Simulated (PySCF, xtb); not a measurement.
Zr(Cl)3(SH) (Cl3HSZr), SMILES [SH][Zr]([Cl])([Cl])[Cl], multiplicity 1.

GFN2-xTB run with xtb at its own geometry gives an orbital gap of 1.87 eV and a dipole moment of 0.58 D.

The structure is a stationary point at B3LYP-D3(BJ)/def2-SVP. The multiplicity is an assumed one; no other spin state was optimised. The structure was generated by enumeration; whether it is a known compound was not checked. The def2 effective core potentials stand for the cores of Zr; spin–orbit coupling is left out. Other conformers were not sampled.

Q: What does PySCF with ωB97X/def2-TZVP give? (Estimate from the structure and the level; the computed values follow.)

A: gap 9.81 eV (levels -10.63 and -0.83 eV), dipole 0.67 D.
